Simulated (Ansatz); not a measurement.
Geometry optimisation, RKS PBE-D4/6-31G* in Ansatz 0.2.0.

Input file:

```yaml
crystal:
  periodic: [false, false, false]
  atoms:
    - { symbol: C, position_ang: [-0.36349, 1.62639, -1.19974] }
    - { symbol: Si, position_ang: [-0.77274, 0.19684, -0.0226] }
    - { symbol: C, position_ang: [0.40594, -0.84506, 0.68278] }
    - { symbol: "N", position_ang: [0.48584, -1.94595, 1.4227] }
    - { symbol: H, position_ang: [-0.97858, 1.57929, -2.09652] }
    - { symbol: H, position_ang: [-0.53943, 2.58736, -0.72039] }
    - { symbol: H, position_ang: [0.67862, 1.58488, -1.50448] }
    - { symbol: H, position_ang: [0.44265, -2.87234, 1.01725] }
    - { symbol: H, position_ang: [0.64118, -1.91142, 2.42101] }
basis:
  gaussian: { orbitals: "6-31G*" }
hamiltonian:
  xc: pbe
  dispersion: d4
relax:
  f_tol: 0.015
  max_steps: 40
```

Launched with:

```bash
$ ansatz run input.yaml --threads 1 --pin off --max-ram 2048MiB --backend cpu --events-out ev --progress --plain --runs-dir out
```

**Question.** Where does it end, and by what steps?

**Answer.** The run converged. After 10 steps the energy has fallen by 0.375 eV; Si2 moved furthest, 0.58 Å.

```json
{"step": "0", "energy less start (eV)": "0.0000", "largest force component (eV/Å)": "0.752", "accepted": "yes"}
{"step": "1", "energy less start (eV)": "-0.1888", "largest force component (eV/Å)": "0.996", "accepted": "yes"}
{"step": "2", "energy less start (eV)": "-0.2839", "largest force component (eV/Å)": "1.325", "accepted": "yes"}
{"step": "3", "energy less start (eV)": "-0.3095", "largest force component (eV/Å)": "1.050", "accepted": "yes"}
{"step": "4", "energy less start (eV)": "-0.2920", "largest force component (eV/Å)": "0.749", "accepted": "no"}
{"step": "5", "energy less start (eV)": "-0.3650", "largest force component (eV/Å)": "0.377", "accepted": "yes"}
{"step": "6", "energy less start (eV)": "-0.3733", "largest force component (eV/Å)": "0.141", "accepted": "yes"}
{"step": "7", "energy less start (eV)": "-0.3752", "largest force component (eV/Å)": "0.044", "accepted": "yes"}
{"step": "8", "energy less start (eV)": "-0.3754", "largest force component (eV/Å)": "0.032", "accepted": "yes"}
{"step": "9", "energy less start (eV)": "-0.3743", "largest force component (eV/Å)": "0.160", "accepted": "no"}
{"step": "10", "energy less start (eV)": "-0.3755", "largest force component (eV/Å)": "0.013", "accepted": "yes"}
```

```xyz
9
Properties=species:S:1:pos:R:3
C -0.286 1.462 -1.080
Si -1.354 0.250 0.022
C -0.149 -0.818 0.648
N 0.516 -1.754 1.263
H -0.753 1.521 -2.078
H -0.341 2.470 -0.635
H 0.770 1.182 -1.197
H 0.685 -2.682 0.852
H 0.913 -1.632 2.204
```

Whether the end is a true minimum wasn't checked by a vibrational analysis.

Time of the run: 22 s on 1 thread of Intel(R) Xeon(R) Platinum 8375C CPU @ 2.90GHz (Ice Lake), on a shared host, peak memory 0.15 GiB.
